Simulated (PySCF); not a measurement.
A geometry optimisation on `O=c1cc(Br)c1=O`.

Method: CAM-B3LYP/def2-SV(P) geometry optimisation, gas phase (PySCF 2.14.0). Start geometry: GFN2-xTB. A driver script takes a list of jobs; this job's settings line and coordinates (Å) are shown.

Input:
```
{"job": {"xc": "CAM-B3LYP", "basis": "def2-SV(P)", "grid": 1, "kind": "geom"}, "charge": 0, "multiplicity": 1}
O     -2.342598    -0.156032    -0.069227
C     -1.154666    -0.072279    -0.035860
C     -0.009766    -1.013415    -0.031831
C      0.911051    -0.014042     0.020020
Br     2.757649    -0.004569     0.070475
C     -0.117561     1.084118     0.023878
O     -0.100158     2.269828     0.057857
H      0.065106    -2.084196    -0.059877
```

Output:
```
step   0  E = -2877.00714822  max force = 0.013873
step   1  E = -2877.00705399  max force = 0.003828
step   2  E = -2877.00747939  max force = 0.006545
step   3  E = -2877.00771762  max force = 0.002862
step   4  E = -2877.00779857  max force = 0.001151
step   5  E = -2877.00780124  max force = 0.001990
step   6  E = -2877.00782252  max force = 0.000238
step   7  E = -2877.00782375  max force = 0.000079
optimisation converged
```

Energies in Eh; «max force» is the largest Cartesian gradient component in Eh/bohr.

At which steps does the energy rise by more than 1e-5 Eh?

At step 1 (+0.09 mEh).

Give the first gradient maximum in eV/Å.

With 1 Eh/bohr = 51.422 eV/Å, 0.713 eV/Å.

Summary of the converged run: final energy -2877.00782 Eh after 7 steps; dipole 3.79 D.

Give the final coordinates.

0.016 Å rms from the input after alignment:
```
atom  x, y, z in Å
O1    -2.2199   -0.1335    0.7077
C2    -1.0995   -0.0578    0.3184
C3     0.0292   -1.0143    0.0504
C4     0.8752   -0.0366   -0.3499
Br5    2.6171   -0.0052   -0.9381
C6    -0.1270    1.0847   -0.1458
O7    -0.1342    2.2612   -0.2834
H8     0.1296   -2.0953    0.1447
```

How long does this job take on AMD EPYC 9R14, one thread, no GPU, shared host with 192 logical CPUs at a one-minute load of 52? And the peak memory of the process?

About 41 s, with 0.62 GiB resident at the peak, the Python interpreter and its libraries included.
Labels such as C1 count atoms from 1, the log's own numbers from 0.
